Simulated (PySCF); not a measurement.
Constitutional and geometric isomers with formula CH9NSi2. Isolated molecules, 0 K electronic values unless said otherwise. One relaxed conformer stands for each flexible species; it need not be the lowest. Strings in code marks are SMILES.

Calculation: PBE0-D4/def2-TZVP run with PySCF. Excitations are Tamm–Dancoff values on a coarser integration grid. The basis has no diffuse functions, so Rydberg states are missing or too high.

| species | S1 oscillator strength | S1 excitation (TDA) (eV) | T1 excitation (TDA) (eV) |
|---|---|---|---|
| `C[Si@@H](N)[SiH3]` | 0.015 | 5.93 | 5.41 |
| `N([SiH3])[SiH2]C` (C–Si–N–Si torsion 75°) | 0.010 | 6.14 | 5.78 |
| `C[SiH2][SiH2]N` | 0.005 | 5.81 | 5.33 |
| `NC[SiH2][SiH3]` | 0.003 | 5.93 | 5.63 |
| `CN([SiH3])[SiH3]` | 0.000 | 5.80 | 5.50 |
| `[SiH3]CN[SiH3]` (Si–C–N–Si torsion 155°) | 0.005 | 5.65 | 5.33 |
